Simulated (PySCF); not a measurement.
C4H10Zn. Atoms are numbered in the order given.

```xyz
15

Zn     0.0000     0.0000     0.2616
C      1.9072     0.5007     0.2656
C      2.8031    -0.3182    -0.6746
H      2.2757     0.4208     1.3049
H      1.9752     1.5749     0.0130
H      2.4871    -0.2306    -1.7280
H      2.7893    -1.3934    -0.4272
H      3.8598     0.0036    -0.6325
C     -1.9072    -0.5007     0.2656
C     -2.8031     0.3182    -0.6746
H     -2.2757    -0.4208     1.3049
H     -1.9752    -1.5749     0.0130
H     -2.4871     0.2306    -1.7280
H     -2.7893     1.3934    -0.4272
H     -3.8598    -0.0036    -0.6325
```
Charge 0, spin multiplicity 1.

Geometry optimised at B3LYP-D3(BJ)/def2-SVP. The isomer is the one that the SMILES or the coordinates give; other isomers of the formula were not compared. Other conformers were not sampled.

Level of theory: PBE0/def2-TZVP (PySCF).

Atomic charges (e):

```tsv
atom	meta-Löwdin	Löwdin
Zn1	1.02	0.52
C2	-0.69	-0.52
C3	-0.33	(withheld)
H4	0.10	(withheld)
H5	0.10	(withheld)
H6	0.10	(withheld)
H7	0.10	(withheld)
H8	0.10	(withheld)
C9	-0.69	-0.52
C10	-0.33	(withheld)
H11	0.10	(withheld)
H12	0.10	(withheld)
H13	0.10	(withheld)
H14	0.10	(withheld)
H15	0.10	(withheld)
```

Q: Fill in the missing entries. (The exact figures need the calculation; the answer reports its results.)

A: 
- C3, Löwdin: -0.36
- H4, Löwdin: 0.13
- H5, Löwdin: 0.13
- H6, Löwdin: 0.12
- H7, Löwdin: 0.12
- H8, Löwdin: 0.11
- C10, Löwdin: -0.36
- H11, Löwdin: 0.13
- H12, Löwdin: 0.13
- H13, Löwdin: 0.12
- H14, Löwdin: 0.12
- H15, Löwdin: 0.11
